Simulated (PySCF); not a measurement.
## BH + 2 Br₂ → BBr₃ + HBr

Level: B3LYP in the def2-TZVP basis family, all electrons, no relativity, computed in PySCF with density fitting; open shells unrestricted.

```csv
species,state and structure,E (Eh),ZPE (kJ/mol),H(298 K) − H(0) (kJ/mol),S° (J/(mol K))
BH,"singlet, C∞v, B–H 1.233 Å",-25.29953,14.1,8.7,171.9
Br₂,"singlet, D∞h, Br–Br 2.316 Å",-5148.35943,1.9,9.7,245.5
BBr₃,"singlet, D3h, B–Br 1.909 Å (×3)",-7747.51130,15.3,15.7,324.5
HBr,"singlet, C∞v, H–Br 1.425 Å",-2574.78890,15.7,8.7,198.5
```

(1) What is the electronic reaction energy?

(2) Add zero-point, thermal and entropy terms for 298.15 K and 1 bar.

Results:

(1) At B3LYP/def2-TZVP, ΔE = -739.9 kJ/mol from the differences of the total energies times 2625.5, downhill. 

(2) ΔZPE = 13.1 and Δ[H(298) − H(0)] = -3.7 kJ/mol give ΔH° = -730.5 kJ/mol. ΔS° = -139.9 J/(mol K), so ΔG° = -730.5 − 298.15 × (-0.1399) = -689 kJ/mol.

Only the bonding shown was studied: isomers, or loss of a ligand pair, can lie lower.
